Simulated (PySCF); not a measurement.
C$_{2}$H$_{6}$Cl$_{2}$Si, charge +1, doublet, geometry from GFN2-xTB (a state made from the parent by changing its charge; the spin is typed, not shown lowest); PySCF with B3LYP/STO-3G.

Input for PySCF:
```python
from pyscf import gto, scf, dft

mol = gto.M(
    atom='''
C 
Si 1 1.958869
C  2 1.958869 1 97.179735
Cl 2 1.993176 3 110.407654 1 -114.951823
Cl 2 1.993176 3 110.407654 1 114.951822
H  1 1.085171 2 110.214743 3 60.797370
H  1 1.086465 6 109.784960 2 -117.364579
H  1 1.085171 6 109.996132 7 -120.910906
H  3 1.086465 2 106.792960 1 -180.000000
H  3 1.085171 9 109.784959 2 -119.480904
H  3 1.085171 10 109.996132 9 120.910906
''',
    basis='sto-3g',
    charge=1,
    spin=1,
    verbose=3,
)

mf = dft.UKS(mol)
mf.xc = 'b3lyp'
mf.kernel()
mf.analyze()
```

Task: Predict the main parts of the log of this PySCF run.

Result: 
```
converged SCF energy = -1275.1850777115  <S^2> = 0.75390755  2S+1 = 2.0039037
**** MO energy ****
                             alpha | beta                alpha | beta
MO #1   energy= -100.734138240302  | -100.733053988909  occ= 1 | 1
MO #2   energy= -100.734134858803  | -100.733050644653  occ= 1 | 1
MO #3   energy= -65.7763464029264  | -65.77636922067    occ= 1 | 1
MO #4   energy= -10.2563311748669  | -10.2522841618642  occ= 1 | 1
MO #5   energy= -10.2562232150698  | -10.252171110232   occ= 1 | 1
MO #6   energy= -9.527943276606    | -9.5265960102512   occ= 1 | 1
MO #7   energy= -9.52777648761505  | -9.52643204715328  occ= 1 | 1
MO #8   energy= -7.30499993958039  | -7.3043751624649   occ= 1 | 1
MO #9   energy= -7.30480946622394  | -7.30418730543215  occ= 1 | 1
MO #10  energy= -7.29653297044675  | -7.29222171507828  occ= 1 | 1
MO #11  energy= -7.29636248072233  | -7.29205168855206  occ= 1 | 1
MO #12  energy= -7.29106955351924  | -7.29039418986792  occ= 1 | 1
MO #13  energy= -7.29098165204787  | -7.29030838219804  occ= 1 | 1
MO #14  energy= -5.48526452080577  | -5.48530121095615  occ= 1 | 1
MO #15  energy= -3.78899260972609  | -3.78915828392181  occ= 1 | 1
MO #16  energy= -3.78494828986505  | -3.78546694619786  occ= 1 | 1
MO #17  energy= -3.78418079645988  | -3.78288436986429  occ= 1 | 1
MO #18  energy= -1.05925314579586  | -1.05126362842792  occ= 1 | 1
MO #19  energy= -1.02039914119552  | -1.01118936803286  occ= 1 | 1
MO #20  energy= -0.92866508054128  | -0.913995068743672 occ= 1 | 1
MO #21  energy= -0.902768294778136 | -0.887728862341075 occ= 1 | 1
MO #22  energy= -0.707207329839319 | -0.696686402481717 occ= 1 | 1
MO #23  energy= -0.636558146274972 | -0.632489298251235 occ= 1 | 1
MO #24  energy= -0.633042130570852 | -0.624521173357601 occ= 1 | 1
MO #25  energy= -0.621077701182613 | -0.613138002288361 occ= 1 | 1
MO #26  energy= -0.609275420358653 | -0.605072662440948 occ= 1 | 1
MO #27  energy= -0.583102292903259 | -0.57789016370118  occ= 1 | 1
MO #28  energy= -0.581347177580781 | -0.571362291705141 occ= 1 | 1
MO #29  energy= -0.567731548257032 | -0.542778772503375 occ= 1 | 1
MO #30  energy= -0.521144631528259 | -0.498785527459739 occ= 1 | 1
MO #31  energy= -0.506475314215289 | -0.497065249489405 occ= 1 | 1
MO #32  energy= -0.503039645846494 | -0.49205195413917  occ= 1 | 1
MO #33  energy= -0.48966796264232  | -0.414651390462056 occ= 1 | 0
MO #34  energy= -0.150055610987325 | -0.141291532138364 occ= 0 | 0
MO #35  energy= -0.0367734588073307 | -0.0336427413336527 occ= 0 | 0
MO #36  energy= -0.0345691802241022 | -0.0156623385201568 occ= 0 | 0
MO #37  energy= 0.0266896094287825 | 0.0444962067673748 occ= 0 | 0
MO #38  energy= 0.212746524443428  | 0.220093379343637  occ= 0 | 0
MO #39  energy= 0.226734279311942  | 0.231885358109073  occ= 0 | 0
MO #40  energy= 0.231835334513847  | 0.236684317245397  occ= 0 | 0
MO #41  energy= 0.231907782445482  | 0.239177510110599  occ= 0 | 0

To work with the spin densities directly, `use mulliken_meta_spin()` only printing them here.

 ** Mulliken spin pop alpha/beta on meta-lowdin orthogonal AOs **
 ** Mulliken Spin Density (per atom)  **
spin density of  0 C =      0.27534
spin density of  1 Si =      0.01692
spin density of  2 C =      0.27535
spin density of  3 Cl =      0.21433
spin density of  4 Cl =      0.21433
spin density of  5 H =     -0.00463
spin density of  6 H =      0.01112
spin density of  7 H =     -0.00463
spin density of  8 H =      0.01112
spin density of  9 H =     -0.00463
spin density of  10 H =     -0.00463
 ** Mulliken pop alpha/beta on meta-lowdin orthogonal AOs **
 ** Mulliken atomic charges   ( Nelec_alpha | Nelec_beta ) **
charge of  0C =     -0.18882  (     3.23208      2.95674 )
charge of  1Si =      0.76652  (     6.62520      6.60828 )
charge of  2C =     -0.18882  (     3.23208      2.95673 )
charge of  3Cl =     -0.01239  (     8.61336      8.39903 )
charge of  4Cl =     -0.01239  (     8.61336      8.39903 )
charge of  5H =      0.10489  (     0.44524      0.44987 )
charge of  6H =      0.10817  (     0.45147      0.44035 )
charge of  7H =      0.10489  (     0.44524      0.44987 )
charge of  8H =      0.10817  (     0.45148      0.44036 )
charge of  9H =      0.10489  (     0.44524      0.44987 )
charge of  10H =      0.10489  (     0.44524      0.44987 )

WARN: System has nonzero charge 1; the dipole moment is origin-dependent.
Location of origin: [0. 0. 0.]

Dipole moment(X, Y, Z, Debye):  7.44807,  0.00001,  2.22326
```
